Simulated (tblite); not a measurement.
Problem. Write Cartesian coordinates for InChI=1S/C6H10NSi/c1-3-4-5-6-8-7-2/h8H,2-4H2,1H3 as optimised with GFN2-xTB. (Doublet state.)

Solution. 
```xyz
18
C6H10NSi angstrom
C      3.6335    0.0167   -1.4065
N      3.5303   -0.9113   -0.5094
Si     2.4114   -1.5810    0.4984
C      0.6435   -1.2137    0.7681
C     -0.5201   -0.9072    0.9008
C     -1.9088   -0.5256    1.0395
C     -2.3563    0.3629   -0.1294
C     -1.5572    1.6587   -0.1900
H      2.8222    0.6626   -1.7233
H      4.5969    0.1589   -1.8745
H      2.9763   -2.6473    1.2914
H     -2.5265   -1.4289    1.0768
H     -2.0381    0.0138    1.9839
H     -2.2295   -0.1866   -1.0651
H     -3.4188    0.5891   -0.0122
H     -0.4985    1.4422   -0.3169
H     -1.6817    2.2300    0.7281
H     -1.8874    2.2729   -1.0247
```

Orientation and origin are arbitrary. Atoms count from 1 in this order. Si3 (silicon bonded to C, N and H) is planar (angles 131.8°, 116.5° and 111.7°, sum 360.0°, 0.00 Å off the plane of its three neighbours). Of the pairs four or more bonds apart, C5···H16 is among the closest relative to their van der Waals radii: 2.65 Å, 91 % of the sum of Bondi's values. C1 (carbon bonded to N and 2 H) is planar (angles 124.7°, 117.7° and 117.5°, sum 360.0°, 0.00 Å off the plane of its three neighbours). The 4 C–C bonds span 1.211 Å (C4≡C5, drawn triple) to 1.535 Å (C6–C7, drawn single), a spread of 0.324 Å.

Bonds between heavy atoms (Å): C1=N2 1.295, N2–Si3 1.648, Si3–C4 1.826, C4≡C5 1.211, C5–C6 1.447, C6–C7 1.535, C7–C8 1.524.

The geometry is computed with GFN2-xTB (gas phase). This method treats the open shell by occupation alone, without spin polarisation.

Point group: C1 (no symmetry element, even within 0.4 Å). Its lowest GFN2-xTB frequency is 11 cm⁻¹, too small to tell a flat minimum from a shallow saddle. Torsions: C1–N2–Si3–C4 0°, C5–C6–C7–C8 -61°.

One conformer stands for the species.
